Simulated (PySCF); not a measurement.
**C⁴⁺ (carbon, charge +4): Hartree-Fock from Schrödinger to Dirac-Coulomb-Breit**

Occupied: 1s1/2. Hartree-Fock calculated with PySCF 2.14 in an uncontracted even-tempered set (20 s from 0.092 bohr⁻², ratio 2.3; 12 p from 0.11 bohr⁻², ratio 2.3), Gaussian nucleus throughout. NR is non-relativistic, sf-X2C the spin-free one-electron X2C Hamiltonian, X2C adds the bare one-electron spin-orbit term, X2C-SNSO screens it by Boettger's factors, DC is four-component Dirac-Coulomb, and the Gaunt and Breit terms are added at first order (total energies over the DC spinors, levels after relaxing the spinors in that mean field). QED terms are absent. Levels marked empty are virtual spinors of this ion.

```csv
level (eV),NR,sf-X2C,X2C,X2C-SNSO
1s1/2,-392.30,-392.44,-392.44,-392.44
2s1/2 (empty),-64.349,-64.377,-64.377,-64.377
2p1/2 (empty),-56.278,-56.285,-56.300,-56.297
2p3/2 (empty),-56.278,-56.285,-56.277,-56.278
3s1/2 (empty),-26.904,-26.913,-26.913,-26.913
```

Problem. Where do the four-component calculations put these levels?

Solution. 1s1/2: DC -392.47, DC+Gaunt -392.41, DC+Breit -392.41; 2s1/2 (empty): DC -64.379, DC+Gaunt -64.375, DC+Breit -64.375; 2p1/2 (empty): DC -56.295, DC+Gaunt -56.289, DC+Breit -56.290; 2p3/2 (empty): DC -56.280, DC+Gaunt -56.276, DC+Breit -56.277; 3s1/2 (empty): DC -26.913, DC+Gaunt -26.912, DC+Breit -26.912 (eV).

```
Hamiltonian  E (hartree)  E − E(DC) (hartree)  CPU seconds
         NR     -32.3612               0.0148         0.23
     sf-X2C     -32.3748               0.0012         0.13
        X2C     -32.3748               0.0012         0.13
   X2C-SNSO     -32.3748               0.0012         0.13
         DC     -32.3760               0.0000          1.6
   DC+Gaunt     -32.3735               0.0024          3.2
   DC+Breit     -32.3735               0.0024           34
```

Weight of the small component: 1s1/2 0.000431, 2s1/2 6.48e-05, 2p1/2 5.97e-05, 2p3/2 5.97e-05, 3s1/2 2.69e-05.

Koopmans' value for the highest occupied level at DC+Breit: 392.41 eV, against an ionisation energy of 392.09 eV (theoretical estimate listed by NIST; NIST Atomic Spectra Database, ionization energies); the former lacks relaxation, correlation, QED and recoil.

The whole ladder took 40 s of wall time on 1 thread of AMD EPYC 9R14 (shared host), launched as `OMP_NUM_THREADS=1 python relrun2.py TASK.json OUT` (a driver that calls PySCF for each Hamiltonian).
